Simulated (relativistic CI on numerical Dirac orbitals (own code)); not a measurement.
# Hg3+: 4d photoemission

Computed with this model: Dirac-Coulomb-Breit CI, KLI orbitals optimised for each configuration, model QED (radiative potential, 1s self-energy scaled to tabulated hydrogen-like ionisation energies), multiplet model of photoemission in the sudden approximation, unscaled Slater integrals; configurations [Xe] 4f14 5d9 → [Kr] 4d9 4f14 5s2 5p6 5d9; 300 K; Lorentzian 3.5 eV and Gaussian 0.6 eV FWHM. Energies are those of the free ion, without screening or charge transfer. The energies are binding energies and can lie tens of eV above those of solids. S is read from ⟨S²⟩ = S(S + 1).

Field parameters in Wybourne normalisation: D4h B²₀ = −7Ds, B⁴₀ = 21(Dq − Dt), B⁴₄ = 21√(5/14) Dq. The field is a parameter set, without covalency.

Computed curve for free ion, scaled to 100 at the maximum (points under 2 are left out and the grid is thinned):

Energy (eV), Intensity and a bar:
```
    390.8        2.1 
    391.6        2.3 
    392.4        2.6 
    393.2        2.9 
    394.0        3.3 
    394.8        3.8 #
    395.6        4.4 #
    396.4        5.2 #
    397.2        6.3 #
    398.0        7.7 ##
    398.8        9.6 ##
    399.6       12.4 ###
    400.4       16.5 ####
    401.2       23.1 ######
    402.0       33.8 ##########
    402.4       41.5 ############
    403.2       62.8 ###################
    404.0       87.1 ##########################
    404.8      100.0 ##############################
    405.6       95.2 #############################
    406.4       79.2 ########################
    407.2       59.8 ##################
    408.0       43.2 #############
    408.8       31.1 #########
    409.6       22.4 ######
    410.4       16.4 ####
    411.2       12.7 ###
    412.0       10.2 ##
    412.8        8.6 ##
    413.6        7.5 ##
    414.4        6.9 #
    415.2        6.5 #
    416.0        6.4 #
    416.8        6.6 #
    417.6        7.0 ##
    418.4        7.8 ##
    419.2        9.0 ##
    420.0       11.0 ###
    420.8       14.2 ####
    421.6       19.5 #####
    422.4       28.4 ########
    423.2       42.8 ############
    424.0       61.9 ##################
    424.8       75.5 ######################
    425.6       71.8 #####################
    426.0       63.6 ###################
    426.8       44.1 #############
    427.6       29.0 ########
    428.4       19.6 #####
    429.2       13.8 ####
    430.0       10.2 ###
    430.8        7.9 ##
    431.6        6.2 #
    432.4        5.1 #
    433.2        4.2 #
    434.0        3.6 
    434.8        3.1 
    435.6        2.7 
    436.4        2.3 
    437.2        2.1
```

The ground state has S = 0.50, and the centroid lies at 413.14 eV.
